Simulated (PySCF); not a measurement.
SMILES CC[n+]1csc(F)c1, [C$_{5}$H$_{7}$FNS]+, charge +1

Geometry (Å), atoms numbered from 1 in this order:
```xyz
15

C    -1.808   -0.764    0.430
C    -1.162    0.377   -0.349
N     0.272    0.412   -0.110
C     0.841    1.113    0.851
S     2.518    0.916    0.956
C     2.427   -0.186   -0.383
F     3.498   -0.759   -0.859
C     1.151   -0.341   -0.825
H    -1.399   -1.726    0.132
H    -2.875   -0.771    0.227
H    -1.665   -0.635    1.500
H    -1.589    1.333   -0.041
H    -1.327    0.244   -1.419
H     0.284    1.758    1.509
H     0.830   -0.964   -1.641
```

Total charge +1.

Theory: GIAO HSE06/pcSseg-0 magnetisability, rotational g tensor and spin-rotation constants, non-relativistic, gas phase (PySCF). Geometry: GFN2-xTB.

For an ion the centre-of-mass motion in the field is neglected.

Give the nuclear spin-rotation constants along the inertial axes (H = +C I·J) beside the isotropic shieldings.

Rotational constants 3.4794, 1.1686, 0.9449 GHz. A star marks the isotopologue with that one atom substituted, in its own axes.
```
atom  isotope  Caa (kHz)  Cbb (kHz)  Ccc (kHz)  mean (kHz)  σ (ppm)
  N3      14N      0.610      0.187      0.046       0.281     28.3
  F7      19F      6.781      1.758      0.056       2.865    262.5
  H9       1H     -0.394     -0.054     -0.101      -0.183     31.0
 H10       1H      0.006     -0.162     -0.122      -0.093     31.0
 H11       1H     -0.445     -0.068     -0.079      -0.197     31.2
 H12       1H     -0.345     -0.033     -0.098      -0.158     28.3
 H13       1H     -0.425     -0.038     -0.071      -0.178     28.3
 H14       1H     -0.241      0.031     -0.139      -0.116     24.8
 H15       1H     -0.390      0.070     -0.134      -0.151     25.4
  C1     13C*      0.430      0.174      0.116       0.240    171.0
  C2     13C*      0.456      0.258      0.181       0.298    137.4
  C4     13C*      1.389      0.541      0.164       0.698     29.1
  S5     33S*      1.451      0.502      0.244       0.733    252.6
  C6     13C*      1.529      0.534      0.258       0.774     -0.4
  C8     13C*      1.137      0.469      0.154       0.587     61.8
```
For the geometry as given, no vibrational averaging.
